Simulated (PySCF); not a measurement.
Isomers of [C8H11O2]- (charge -1), from PySCF, PBE0-D3(BJ)/def2-SVP geometry optimisation, gas phase. One conformer each, no zero-point energy, no frequencies.

Task: Which isomer lies lowest at this level?
A. `[CH2:1]=[CH:2][CH2:3][CH2:4]/[C:5]([O-:6])=[CH:7]/[C:8]([CH3:9])=[O:10]` (charge -1) with C1–C2–C3–C4 -123°, C2–C3–C4–C5 -165°, C3–C4–C5–O6 40°, C5–C7–C8–C9 0°: A = 4143, B = 481.4, C = 446.9 MHz, dipole 6.53 D
B. `[O:1]=[C:2]([O-:3])/[CH:4]=[CH:5]/[CH:6]1[CH2:7][CH2:8][CH2:9][CH2:10]1` (charge -1) with O1–C2–C4–C5 -2°, C4–C5–C6–C7 120°, C5–C6–C7–C8 166°, C6–C7–C8–C9 -32°, C7–C8–C9–C10 9°, C8–C9–C10–C6 17°: A = 4127, B = 507.3, C = 501.1 MHz, dipole 13.70 D
C. `[CH2:1]=[C:2]1[CH2:3][CH2:4][CH2:5][C@@H:6]([C:7](=[O:8])[O-:9])[CH2:10]1` (charge -1) with C5–C6–C7–O8 71°, C1–C2–C3–C4 -125°, C2–C3–C4–C5 -54°, C3–C4–C5–C6 56°, C4–C5–C6–C7 -174°: A = 2441, B = 882.6, C = 759.8 MHz, dipole 8.96 D

Result: C. That is `C=C1CCC[C@@H](C(=O)[O-])C1`, 9.6 kcal/mol below the next.

```json
{"SMILES": "C=C1CCC[C@@H](C(=O)[O-])C1", "mapped SMILES": "[CH2:1]=[C:2]1[CH2:3][CH2:4][CH2:5][C@@H:6]([C:7](=[O:8])[O-:9])[CH2:10]1", "E (Eh)": "-461.12121", "relative (kcal/mol)": "0.0", "relative (kJ/mol)": "0.0", "dipole about centre of mass (D)": "8.96"}
{"SMILES": "O=C([O-])/C=C/C1CCCC1", "mapped SMILES": "[O:1]=[C:2]([O-:3])/[CH:4]=[CH:5]/[CH:6]1[CH2:7][CH2:8][CH2:9][CH2:10]1", "E (Eh)": "-461.10594", "relative (kcal/mol)": "9.6", "relative (kJ/mol)": "40.1", "dipole about centre of mass (D)": "13.70"}
{"SMILES": "C=CCC/C([O-])=C/C(C)=O", "mapped SMILES": "[CH2:1]=[CH:2][CH2:3][CH2:4]/[C:5]([O-:6])=[CH:7]/[C:8]([CH3:9])=[O:10]", "E (Eh)": "-461.08623", "relative (kcal/mol)": "21.9", "relative (kJ/mol)": "91.8", "dipole about centre of mass (D)": "6.53"}
```
